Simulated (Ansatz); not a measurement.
`C#[C][AlH][GeH3]` + `Cl[SiH](Cl)Cl` → `Cl[Si](Cl)(Cl)[GeH3]` + `C#[C][AlH2]`  (formal exchange of groups at a Ge–Al bond)

Program: Ansatz. Geometries: PBE0-D4/def2-TZVP. ΔE: electronic, gas phase. CCSD(T)/CBS is the MP2 limit (def2-TZVPP, def2-QZVPP) plus CCSD(T) − MP2 in def2-TZVPP, frozen cores. This one scheme is used for every species. DFT in def2-TZVPP. For Ge outer-core shells are correlated without core-valence functions, which leaves a few kJ/mol of doubt a bond. Scalar relativity is left out up to krypton.

`C#[C][AlH][GeH3]`:

```xyz
9

C     1.135    0.104   -2.718
C     0.310    0.130   -1.831
Al   -0.950    0.162   -0.403
Ge   -0.114   -0.141    1.902
H     1.858    0.082   -3.502
H    -2.480    0.358   -0.755
H     1.273    0.494    2.115
H    -1.063    0.453    2.961
H     0.030   -1.641    2.232
```

`Cl[SiH](Cl)Cl`:

Z-matrix (Å, degrees):
```
Si
Cl 1 2.030
Cl 1 2.030 2 109.5
Cl 1 2.030 2 109.5 3 -120.1
H 1 1.469 2 109.4 3 120.0
```

`Cl[Si](Cl)(Cl)[GeH3]`:

Z-matrix (Å, degrees):
```
Si
Cl 1 2.043
Cl 1 2.043 2 108.2
Cl 1 2.043 2 108.2 3 116.9
Ge 1 2.371 2 110.7 3 -121.5
H 5 1.534 1 108.8 2 -180.0
H 5 1.534 1 108.8 2 -60.0
H 5 1.534 1 108.7 2 60.0
```

`C#[C][AlH2]`:

```xyz
6

C     0.520   -0.015    1.761
C     0.177   -0.006    0.600
Al   -0.363    0.010   -1.228
H     0.823   -0.023    2.784
H     0.674    0.478   -2.324
H    -1.832   -0.445   -1.592
```

| level | ΔE (kcal/mol) |
| --- | --- |
| revPBE-D4 | 1.7 |
| ωB97X-V | 2.6 |
| CCSD/def2-TZVPP | 4.0 |
| CCSD/CBS(def2) | 3.6 |

Task: What does CCSD(T)/CBS give? (Estimate.)

Result: Ansatz gave: +3.3 kcal/mol. The listed levels differ from it by -1.6, -0.7, 0.7, 0.3 kcal/mol.

Largest T1 diagnostic among the species: 0.013.

The D4 term adds −2.0 kcal/mol with B3LYP and −1.1 kcal/mol with PBE0; it sums over pairs of atoms, weighted by their polarisabilities, and B3LYP, whose exchange is more repulsive, gets the larger term. In def2-TZVPP, CCSD(T) changes the Hartree–Fock value by −1.0 kcal/mol (the triples alone add −0.3 kcal/mol) and MP2 by −1.9 kcal/mol. Leaving LDA and LC-ωPBE aside and taking each functional with its dispersion term where it has one, the values, not all of them listed here, spread over 3.2 kcal/mol, from B97M-V to B2PLYP.

B3LYP here is the variant with VWN-RPA as its local correlation; programs differ in this.
